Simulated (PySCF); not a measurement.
A structure optimised at r2SCAN-D4/def2-SVP, used in a PySCF frequency run:

```
C
H 1 1.0984
H 1 1.0984 2 109.22
H 1 1.1073 2 108.48 3 118.07
C 1 1.4832 2 110.14 4 120.84
F 5 1.3371 1 115.11 2 175.65
F 5 1.3371 6 109.79 1 -131.81
```
Charge 0, spin multiplicity 2.

Question: Write its SMILES, formula and point group.

Answer: C[C](F)F, C2H3F2, Cs

Question: What are its rotational constants (standard atomic weights)?

Answer: 10.114, 9.1948, 5.0965 GHz
